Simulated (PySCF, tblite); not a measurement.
Species: C6H14FNSi.
Numbering: `[CH3:1][CH2:2][CH2:3][C@@H:4]1[CH2:5][Si@@H:6]([CH2:7][F:8])[NH:9]1` (hydrogens: H10, H11, H12 on C1; H13, H14 on C2; H15, H16 on C3; H17 on C4; H18, H19 on C5; H20 on Si6; H21, H22 on C7; H23 on N9)

Jobs on this species (23 atoms, 80 electrons) with PySCF (density fitting) and tblite. Hardware of each: one thread of an Intel Xeon at 2.50 GHz, no GPU (shared host). Other jobs ran on the host; a repeat could differ by tens of per cent or more.

```json
{"level and settings": "GFN2-xTB", "work": "L-BFGS relaxation", "basis functions": "–", "SCF cycles": "–", "wall time": "?"}
{"level and settings": "PBE0/pcSseg-1", "work": "shieldings, ring-centre shieldings, charges and field gradients", "basis functions": "230", "SCF cycles": "14", "wall time": "2.0 min"}
{"level and settings": "GFN2-xTB", "work": "Hessian by finite differences", "basis functions": "–", "SCF cycles": "–", "wall time": "2.6 s"}
```

**Question.** Fill in the missing figures.

**Answer.** 
- GFN2-xTB; L-BFGS relaxation: 4.0 s

**Question.** What do all jobs in the table cost together?

**Answer.** About 2.1 min; the longest takes about 95 % of that, and about 46 times as long as the shortest.
